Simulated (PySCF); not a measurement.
This PySCF input asks for the NMR shieldings of `C(/C=C/B)=C`, C4H7B; the geometry comes from GFN2-xTB.

```python
import basis_set_exchange as bse
import numpy as np
from pyscf import gto, dft
from pyscf.prop import nmr

atoms = """
B     2.522803   -0.015326   -0.369638
C     1.030680    0.000456   -0.726637
C     0.039585   -0.002211    0.188762
C    -1.365760    0.011316   -0.127651
C    -2.327082    0.009213    0.794258
H     3.332932   -0.016719   -1.213847
H     2.852139   -0.026222    0.753391
H     0.720673    0.013928   -1.767912
H     0.288037   -0.015555    1.243007
H    -1.623422    0.023659   -1.179550
H    -3.371240    0.019295    0.532171
H    -2.098147   -0.002520    1.847620
"""
names = dict.fromkeys(["B", "C", "H"], "pcSseg-1")
basis = {el: gto.basis.parse(bse.get_basis(n, elements=[el], fmt="nwchem")) for el, n in names.items()}
mol = gto.M(atom=atoms, basis=basis, charge=0, verbose=0)
mf = dft.RKS(mol, xc="PBE0")
mf.grids.level = 2
mf.grids.alignment = dft.numint.BLKSIZE   # the property module wants whole blocks of grid points
mf.conv_tol = 1e-9
mf.kernel()

calc = nmr.RKS(mf)   # GIAO
C = mf.mo_coeff
Co = C[:, mf.mo_occ > 0]
resp = mf.gen_response(singlet=True, hermi=2)
def vind(x):   # induced exchange potential for any number of trial vectors
    d = np.einsum("pi,xij,qj->xpq", C, 2 * x.reshape(-1, C.shape[1], Co.shape[1]), Co, optimize=True)
    return np.einsum("xpq,pi,qj->xij", resp(d - d.transpose(0, 2, 1)), C, Co, optimize=True).ravel()
mo1, _ = nmr.rhf.solve_mo1(calc, with_cphf=vind)
sigma = calc.kernel(mo1)
for i, s in enumerate(sigma):   # ppm
    print("%2d %-2s %9.2f" % (i, mol.atom_pure_symbol(i), np.trace(s) / 3))
```

Question: What does it print?

Answer: 
```
 0 B      29.38
 1 C      39.07
 2 C      13.79
 3 C      38.41
 4 C      49.45
 5 H      24.75
 6 H      24.82
 7 H      24.40
 8 H      24.31
 9 H      24.79
10 H      25.65
11 H      25.61
```

These numbers come from an equivalent density-fitted implementation of the same equations, which agrees with the script to about 0.01 ppm for H and up to a few tenths of a ppm for heavy atoms, so last digits may differ.

Size and cost of the density-fitted run: 120 basis functions, 6.2 s wall time on 1 thread of an Arm Neoverse V2, shared host.
